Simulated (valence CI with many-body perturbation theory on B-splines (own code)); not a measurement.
E1 transitions of Ce⁴²⁺

Calculated by relativistic CI+MBPT: six valence electrons over a frozen Dirac-Fock core [Ne], a basis of 9 s, 9 p, 8 d, 6 f, 3 g, 1 h functions for each j, with the one-electron correlation potential Σ1 (screened to all orders), the two-electron term Σ2, the three-electron term Σ3, Breit, model QED; selected single and double excitations, second order for the rest, scaled by the run's own slope (own B-spline code, finite nucleus).

The last digits are not significant, and no measured levels were compared; by estimate large intervals hold to a few tenths of a per cent, small ones and those within an open d or f shell to about a per cent. Among the levels kept, up to 1100 cm⁻¹ of a level comes from second order outside the variational space, and about a tenth of that is noise between levels of different J, which matters for small intervals.

Lines 1 to 50 of 108 in falling wavelength, among levels below 2814200 cm⁻¹, chosen from the strongest by gf and those to the six lowest levels. Wavelengths and rates use the calculated energies. Electric multipoles are in the length gauge with retardation, E1 and E2 with the static RPA response of the core. Weak lines are less certain than strong ones. Lines between different terms over intervals too small for the method are left out, as are lines whose strength nearly cancels. The highest levels of a list are the least certain.

Levels are named by their leading jj configuration (3d3/2^4 stands for four electrons in 3d with j = 3/2), which in mixed levels can hold well under half, so a name can repeat and another be missing. Letters in brackets count levels of one name in rising energy.

| λ vac (nm) | Upper | Lower | A (s⁻¹) | log gf | Branch % |
| --- | --- | --- | --- | --- | --- |
| 327.9 | (3s^2 3p3/2^4) J=0 | (3s^2 3p1/2^2 3p3/2 3d5/2) J=1 | 1.99e+03 | -5.49 | 0.0 |
| 214.6 | (3s^2 3p1/2^2 3d3/2^2) J=2 | (3s^2 3p1/2 3p3/2^2 3d5/2) J=2 [c] | 1.40e+02 | -6.31 | 0.0 |
| 104.5 | (3s^2 3p1/2^2 3d3/2^2) J=2 | (3s^2 3p1/2 3p3/2^2 3d5/2) J=3 [c] | 6.14e+04 | -4.30 | 0.0 |
| 92.48 | (3s^2 3p1/2^2 3d3/2^2) J=2 | (3s^2 3p1/2 3p3/2^2 3d5/2) J=1 [b] | 1.72e+03 | -5.96 | 0.0 |
| 70.55 | (3s^2 3p1/2^2 3d3/2^2) J=2 | (3s^2 3p1/2 3p3/2^2 3d5/2) J=2 [b] | 3.49e+04 | -4.88 | 0.0 |
| 62.18 | (3s^2 3p1/2^2 3d3/2^2) J=2 | (3s^2 3p1/2 3p3/2^2 3d5/2) J=3 [b] | 8.90e+03 | -5.59 | 0.0 |
| 50.74 | (3s 3p1/2^2 3p3/2^3) J=1 | (3s^2 3p3/2^4) J=0 | 2.29e+06 | -3.58 | 0.0 |
| 49.02 | (3s^2 3p1/2^2 3d3/2^2) J=2 | (3s^2 3p1/2 3p3/2^2 3d5/2) J=2 [a] | 1.62e+04 | -5.53 | 0.0 |
| 47.04 | (3s^2 3p1/2^2 3d3/2^2) J=2 | (3s^2 3p1/2 3p3/2^2 3d3/2) J=1 [c] | 2.41e+04 | -5.40 | 0.0 |
| 33.74 | (3s^2 3p1/2^2 3d3/2^2) J=2 | (3s^2 3p1/2 3p3/2^2 3d3/2) J=1 [b] | 4.21e+05 | -4.44 | 0.0 |
| 31.63 | (3s^2 3p1/2^2 3d3/2^2) J=2 | (3s^2 3p1/2 3p3/2^2 3d3/2) J=2 [c] | 3.93e+06 | -3.53 | 0.0 |
| 29.89 | (3s^2 3p1/2^2 3d3/2^2) J=2 | (3s^2 3p1/2 3p3/2^2 3d3/2) J=3 [b] | 5.26e+06 | -3.45 | 0.1 |
| 28.64 | (3s^2 3p1/2^2 3d3/2^2) J=2 | (3s^2 3p1/2 3p3/2^2 3d5/2) J=1 [a] | 7.98e+01 | -8.31 | 0.0 |
| 27.27 | (3s^2 3p1/2 3p3/2^2 3d3/2) J=1 [a] | (3s^2 3p3/2^4) J=0 | 6.60e+06 | -3.66 | 0.0 |
| 24.13 | (3s^2 3p1/2^2 3d3/2^2) J=2 | (3s^2 3p1/2 3p3/2^2 3d5/2) J=3 [a] | 6.95e+05 | -4.52 | 0.0 |
| 23.91 | (3s^2 3p3/2^4) J=0 | (3s^2 3p1/2^2 3p3/2 3d3/2) J=1 | 2.28e+06 | -4.71 | 7.1 |
| 22.76 | (3s^2 3p1/2^2 3d3/2^2) J=2 | (3s^2 3p1/2 3p3/2^2 3d3/2) J=2 [b] | 6.18e+03 | -6.62 | 0.0 |
| 22.12 | (3s^2 3p1/2^2 3p3/2 3d3/2) J=2 | (3s^2 3p1/2 3p3/2^3) J=2 | 1.33e+07 | -3.31 | 0.5 |
| 20.42 | (3s^2 3p1/2^2 3p3/2 3d3/2) J=1 | (3s^2 3p1/2 3p3/2^3) J=2 | 7.44e+07 | -2.86 | 1.6 |
| 19.99 | (3s^2 3p1/2^2 3p3/2 3d3/2) J=3 | (3s^2 3p1/2 3p3/2^3) J=2 | 1.31e+06 | -4.26 | 90.0 |
| 19.52 | (3s^2 3p1/2^2 3p3/2 3d3/2) J=2 | (3s^2 3p1/2 3p3/2^3) J=1 | 4.45e+06 | -3.90 | 0.2 |
| 18.19 | (3s^2 3p1/2^2 3p3/2 3d3/2) J=1 | (3s^2 3p1/2 3p3/2^3) J=1 | 1.11e+07 | -3.78 | 0.2 |
| 17.87 | (3s^2 3p1/2^2 3p3/2 3d3/2) J=0 | (3s^2 3p1/2 3p3/2^3) J=1 | 2.07e+07 | -4.00 | 100.0 |
| 17.63 | (3s^2 3p1/2^2 3d3/2^2) J=2 | (3s^2 3p1/2 3p3/2^2 3d3/2) J=3 [a] | 8.17e+07 | -2.72 | 1.0 |
| 16.57 | (3s^2 3p1/2^2 3d3/2^2) J=2 | (3s^2 3p1/2 3p3/2^2 3d3/2) J=1 [a] | 7.40e+02 | -7.82 | 0.0 |
| 16.34 | (3s^2 3p1/2^2 3d3/2^2) J=2 | (3s^2 3p1/2 3p3/2^2 3d3/2) J=2 [a] | 1.70e+06 | -4.47 | 0.0 |
| 16.10 | (3s^2 3p1/2 3p3/2^2 3d5/2) J=1 [a] | (3s^2 3p3/2^4) J=0 | 8.12e+07 | -3.02 | 0.1 |
| 14.84 | (3s^2 3p1/2 3p3/2^2 3d3/2) J=1 [b] | (3s^2 3p3/2^4) J=0 | 1.47e+08 | -2.84 | 0.0 |
| 14.76 | (3s^2 3p1/2^2 3p3/2 3d5/2) J=2 | (3s^2 3p1/2 3p3/2^3) J=2 | 2.18e+08 | -2.45 | 1.9 |
| 13.56 | (3s^2 3p1/2^2 3p3/2 3d5/2) J=2 | (3s^2 3p1/2 3p3/2^3) J=1 | 2.96e+08 | -2.39 | 2.6 |
| 13.20 | (3s^2 3p1/2 3p3/2^2 3d3/2) J=1 [c] | (3s^2 3p3/2^4) J=0 | 5.18e+07 | -3.39 | 0.0 |
| 12.94 | (3s^2 3p1/2^2 3d3/2^2) J=2 | (3s 3p1/2^2 3p3/2^3) J=1 | 3.75e+04 | -6.33 | 0.0 |
| 12.10 | (3s^2 3p1/2^2 3p3/2 3d5/2) J=3 | (3s^2 3p1/2 3p3/2^3) J=2 | 3.33e+05 | -5.29 | 0.0 |
| 11.60 | (3s^2 3p1/2 3p3/2^2 3d5/2) J=1 [b] | (3s^2 3p3/2^4) J=0 | 1.21e+08 | -3.13 | 0.0 |
| 11.40 | (3s^2 3p1/2^2 3p3/2 3d5/2) J=1 | (3s^2 3p1/2 3p3/2^3) J=2 | 4.83e+08 | -2.55 | 0.5 |
| 11.25 | (3s^2 3p1/2^2 3d3/2^2) J=2 | (3s 3p1/2^2 3p3/2^3) J=2 | 2.05e+07 | -3.71 | 0.2 |
| 10.67 | (3s^2 3p1/2^2 3p3/2 3d5/2) J=1 | (3s^2 3p1/2 3p3/2^3) J=1 | 1.02e+08 | -3.28 | 0.1 |
| 10.11 | (3s 3p1/2^2 3p3/2^3) J=2 | (3s^2 3p1/2 3p3/2^3) J=2 | 5.35e+09 | -1.39 | 2.9 |
| 9.993 | (3s^2 3p1/2^2 3d3/2^2) J=2 | (3s^2 3p1/2^2 3p3/2 3d5/2) J=1 | 1.07e+05 | -6.10 | 0.0 |
| 9.529 | (3s 3p1/2^2 3p3/2^3) J=2 | (3s^2 3p1/2 3p3/2^3) J=1 | 7.57e+09 | -1.29 | 4.1 |
| 9.510 | (3s^2 3p1/2^2 3d3/2^2) J=2 | (3s^2 3p1/2^2 3p3/2 3d5/2) J=3 | 3.11e+08 | -2.68 | 3.7 |
| 9.049 | (3s 3p1/2^2 3p3/2^3) J=1 | (3s^2 3p1/2 3p3/2^3) J=2 | 1.43e+10 | -1.28 | 6.3 |
| 8.582 | (3s 3p1/2^2 3p3/2^3) J=1 | (3s^2 3p1/2 3p3/2^3) J=1 | 4.90e+09 | -1.79 | 2.2 |
| 8.329 | (3s^2 3p1/2^2 3d3/2^2) J=2 | (3s^2 3p1/2^2 3p3/2 3d5/2) J=2 | 2.18e+08 | -2.95 | 2.6 |
| 7.898 | (3s^2 3p1/2 3p3/2^2 3d3/2) J=2 [a] | (3s^2 3p1/2 3p3/2^3) J=2 | 4.63e+08 | -2.66 | 8.8 |
| 7.845 | (3s^2 3p1/2 3p3/2^2 3d3/2) J=1 [a] | (3s^2 3p1/2 3p3/2^3) J=2 | 4.04e+09 | -1.95 | 7.9 |
| 7.695 | (3s^2 3p1/2^2 3p3/2 3d3/2) J=1 | (3s^2 3p1/2^2 3p3/2^2) J=0 | 1.09e+09 | -2.54 | 23.1 |
| 7.628 | (3s^2 3p1/2 3p3/2^2 3d3/2) J=3 [a] | (3s^2 3p1/2 3p3/2^3) J=2 | 2.49e+08 | -2.82 | 3.0 |
| 7.540 | (3s^2 3p1/2 3p3/2^2 3d3/2) J=2 [a] | (3s^2 3p1/2 3p3/2^3) J=1 | 8.49e+05 | -5.44 | 0.0 |
| 7.522 | (3s^2 3p1/2 3p3/2^2 3d3/2) J=0 | (3s^2 3p1/2 3p3/2^3) J=1 | 2.58e+09 | -2.66 | 99.6 |

Question: How does gf follow from A for the line at 17.87 nm?

Answer: gf = 1.4992 × (2J+1)_upper × A / σ², with σ = 559495 cm⁻¹ and 2J+1 = 1: gf = 9.91e-05.
